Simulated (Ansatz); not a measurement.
The Mg1–H2 bond of HIMg (SMILES [MgH][I]) is stretched (multiplicity 1, the rest rigid).
Geometry at rest (charge 0, multiplicity 1):
```xyz
3

Mg     0.0000     0.0000    -2.0283
H      0.0000     0.0000    -3.7107
I      0.0000     0.0000     0.5292
```

Frozen-core correlation. Filled d and f shells under p-block atoms count as core.

Run with Ansatz (Gaussian orbitals). Values without a source in brackets are computed. In def2 rows elements past Kr take small-core potentials, without spin–orbit coupling.

Energies above the point at 1.682 Å (the B3LYP-D3(BJ) bond length), FIC-MRCISD+Q on CASSCF(2,2)/def2-TZVPPD (kcal/mol): 4.44 at 1.514 Å; 2.37 at 1.851 Å; 70.03 at 5.384 Å.

Take the last value as the depth D of a Morse curve D(1 − e^(−a(R − R₀)))², fit a and R₀ to the two near points, and test it at 2.271 and 2.944 Å.


With D = 70.0, both near points (counted from the curve's value at 1.682 Å) are met by a = 1.27 Å⁻¹ and R₀ = 1.691 Å, so k = 2Da² = 227 kcal/(mol Å²). The curve then gives 19.1 and 44.5 kcal/mol; the level itself gives 19.9 and 48.8, so Morse is off by -0.8 and -4.3.

Ansatz is an electronic-structure program.
